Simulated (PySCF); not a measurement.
**C₆ coefficients of unlike pairs at PBE**

Calculated with PySCF 2.14 from the dipole response of each species, C₆(A,B) = (3/π) ∫ α_A(iu) α_B(iu) du, in atomic units, from isotropic polarisabilities. For ions this is the dispersion term alone; charge-induced terms of lower order in 1/R come first.

```csv
species,configuration,basis,relativity,α (bohr³),C₆ (like pair)
Ta²⁺,[Xe] 4f14 5d3 (4F),"x2c-TZVPPall with one added diffuse shell each of s, p, d, f type (12s8p8d4f1g)",spin-free X2C,15.30,86.74
O,[He] 2s2 2p4 (3P),aug-cc-pVDZ-DK (4s3p2d),spin-free X2C,4.789,14.10
S,[Ne] 3s2 3p4 (3P),aug-cc-pwCVDZ (6s5p3d),none,19.09,133.4
Cl,[Ne] 3s2 3p5 (2P),aug-cc-pV(D+d)Z (5s4p3d),none,13.80,87.90
```

Estimate C₆ for Cl with S.

The integral gives 107.6. The combination rule 2 C_A C_B / (C_A α_B/α_A + C_B α_A/α_B) gives 107.6 and the geometric mean 108.3.

No spin-orbit coupling is included.

The other pairs:

| pair | C₆ |
| --- | --- |
| Cl, O | 34.68 |
| O, Ta²⁺ | 34.52 |
| S, Ta²⁺ | 106.2 |
| Cl, Ta²⁺ | 86.73 |
| S, O | 41.74 |
